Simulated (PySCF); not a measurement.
Radial density of As+ (arsenic, charge +1)

PBE0, [Ar] 3d10 4s2 4p2, high-spin 3P determinant. Computed with PySCF 2.14 in cc-pVDZ-PP with ECP10MDF (4s3p2d, 23 functions), with a scalar-relativistic core potential. This is the valence pseudo-density: the core potential removes the inner electrons and smooths the orbitals near the nucleus.

| r (bohr) | 4πr²ρ (e/bohr) | 4πr²(ρα − ρβ) |
| --- | --- | --- |
| 0.000667 | 1.164e-05 | 0.0000 |
| 0.00112 | 3.289e-05 | 0.0000 |
| 0.00189 | 9.266e-05 | 0.0000 |
| 0.00317 | 0.0002590 | 0.0000 |
| 0.00534 | 0.0007091 | 0.0000 |
| 0.00898 | 0.001835 | 0.0000 |
| 0.0151 | 0.004172 | 0.0000 |
| 0.0254 | 0.007896 | 0.0000 |
| 0.0427 | 0.01771 | 0.0000 |
| 0.0719 | 0.1038 | 0.0000 |
| 0.121 | 0.9137 | 0.0001 |
| 0.203 | 5.561 | 0.0109 |
| 0.342 | 21.13 | 0.1130 |
| 0.575 | 28.93 | 0.0950 |
| 0.968 | 9.328 | 0.1136 |
| 1.63 | 2.942 | 0.9519 |
| 2.74 | 1.066 | 0.6558 |
| 4.61 | 0.07926 | 0.0663 |
| 7.75 | 0.0001860 | 0.0002 |

Energies and moments cover only the electrons outside the core potential.
